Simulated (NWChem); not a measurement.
Species: SiAsH$_{5}$O$_{2}$; SMILES O[SiH](O)[AsH2]

```xyz
9

Si    -0.0040    -1.0258    -0.3755
O      1.4345    -1.5357     0.3306
O     -1.3640    -1.7655     0.2794
As    -0.0195     1.3070     0.0836
H     -0.0751    -1.4162    -1.8232
H      1.6666    -2.4649     0.1515
H     -1.5312    -1.5485     1.2140
H      1.1424     1.5389    -0.8998
H     -1.0659     1.5300    -1.0255
```
Atoms are numbered in this order, from 1.

Results from NWChem. Pople sets run with spherical d functions. All runs use the structure optimised with PBE-D3(BJ)/def2-SVP. Ions are spin-unrestricted doublets at the neutral geometry; other ion states weren't tried.

Task: Order these by “ΔSCF minus −ε(HOMO) (eV)”, lowest first: Hartree-Fock/6-31G*; M06-2X/6-31G*; PBE/6-31G*; B3LYP/6-31G*.

Result: Hartree-Fock/6-31G* (-1.03), M06-2X/6-31G* (0.96), B3LYP/6-31G* (2.38), PBE/6-31G* (3.03)
